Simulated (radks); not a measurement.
Rb3+, 34 electrons, occupied as [Ar] 3d9.75 4s2 4p4 4d0.25 (fractional occupations, a model configuration). Calculated with a radial shooting solver on a logarithmic mesh with Libxc functionals: scalar-relativistic Kohn-Sham, revPBE, spin-polarised, spherical densities, point nucleus; open shells are filled with parallel spins first (spin-orbit coupling, left out, can overturn this in heavy ions).

Unscreened Slater integrals over Kohn-Sham orbitals (hartree). They are taken over the spin-up orbitals. Empty in this configuration: 5s.

\begin{tabular}{lr}
integral & value \\ \hline
F0(4d,4d) & 0.42488 \\
F2(4d,4d) & 0.21878 \\
F4(4d,4d) & 0.14417 \\
F0(4d,4p) & 0.48374 \\
F2(4d,4p) & 0.23599 \\
G1(4d,4p) & 0.28712 \\
G3(4d,4p) & 0.17592 \\
F0(4d,4s) & 0.50045 \\
G2(4d,4s) & 0.19796 \\
F0(4d,3d) & 0.56977 \\
F2(4d,3d) & 0.094182 \\
F4(4d,3d) & 0.039632 \\
G0(4d,3d) & 0.032459 \\
G2(4d,3d) & 0.034739 \\
G4(4d,3d) & 0.025668 \\
F0(4d,5s) & 0.32063 \\
G2(4d,5s) & 0.077964 \\
F0(4p,4p) & 0.58157 \\
F2(4p,4p) & 0.30919 \\
F0(4p,4s) & 0.61352 \\
G1(4p,4s) & 0.41632 \\
F0(4p,3d) & 0.75016 \\
F2(4p,3d) & 0.16798 \\
G1(4p,3d) & 0.055755 \\
G3(4p,3d) & 0.052587 \\
F0(4p,5s) & 0.34074 \\
G1(4p,5s) & 0.031817 \\
F0(4s,4s) & 0.65254 \\
F0(4s,3d) & 0.82818 \\
G2(4s,3d) & 0.070860 \\
F0(4s,5s) & 0.34653 \\
G0(4s,5s) & 0.020483 \\
F0(3d,3d) & 1.7572 \\
F2(3d,3d) & 0.85118 \\
F4(3d,3d) & 0.53763 \\
F0(3d,5s) & 0.37707 \\
G2(3d,5s) & 0.012049 \\
F0(5s,5s) & 0.27792 \\
\end{tabular}

Derived for the open shells (J is the average intra-shell exchange parameter used in DFT+U). 3d: Racah B = F2/49 - 5 F4/441 = 0.01128 hartree, C = 35 F4/441 = 0.04267 hartree, C/B = 3.78, F4/F2 = 0.632, J = (F2 + F4)/14 = 0.09920 hartree. 4p: J = F2/5 = 0.06184 hartree. 4d: Racah B = F2/49 - 5 F4/441 = 0.002830 hartree, C = 35 F4/441 = 0.01144 hartree, C/B = 4.04, F4/F2 = 0.659, J = (F2 + F4)/14 = 0.02593 hartree.
